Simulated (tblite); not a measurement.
Cl4Pt, charge -2, singlet, at a GFN2-xTB geometry (such geometries of metal compounds can be far from the true shape); IPEA1-xTB run with tblite.

The tblite input:
```
$ tblite run mol.xyz --method ipea1 --charge -2 --spin 0 --json tblite.json --no-restart

# file mol.xyz
5

Pt     0.00000000    -0.00000000     0.00000000
Cl     2.15416113    -0.88643382     0.05491437
Cl     0.88652359     2.15481268     0.00699610
Cl    -2.15416113     0.88643382    -0.05491437
Cl    -0.88652359    -2.15481268    -0.00699610
```

What the program printed (banner, timings and long lists left out):

```
xTB calculator
 | screened Coulomb repulsion
 | Coulomb electrostatics
 |  * isotropic Klopman-Ohno-Mataga-Nishimoto electrostatics
 |  * onsite third-order electrostatics
 | DFT-D3(BJ) dispersion correction

halogen bonding energy    0.0000000000000E+00 Eh
repulsion energy          3.4878429271884E-03 Eh
dispersion energy        -3.4014207746672E-03 Eh
number of electrons       4.0000000000000E+01 e
integral cutoff           3.1236740784742E+01 bohr

------------------------------------------------------------
  cycle        total energy    energy error   density error
------------------------------------------------------------
      1     -22.62883858079  -2.2628925E+01   5.2417456E-01
      2     -22.64928565222  -2.0447071E-02   3.1112992E-01
      3     -22.64956556641  -2.7991420E-04   4.6328443E-02
      4     -22.65014372437  -5.7815795E-04   3.0039203E-03
      5     -22.65015205393  -8.3295643E-06   2.3230285E-03
      6     -22.65015455304  -2.4991076E-06   6.3303962E-05
      7     -22.65015455593  -2.8942821E-09   3.3608710E-06
------------------------------------------------------------

electronic energy        -2.2650240978086E+01 Eh
total energy             -2.2650154555933E+01 Eh

Post processing:
 | Mayer-Wiberg bond orders

[Info] JSON dump of results written to 'tblite.json'
```
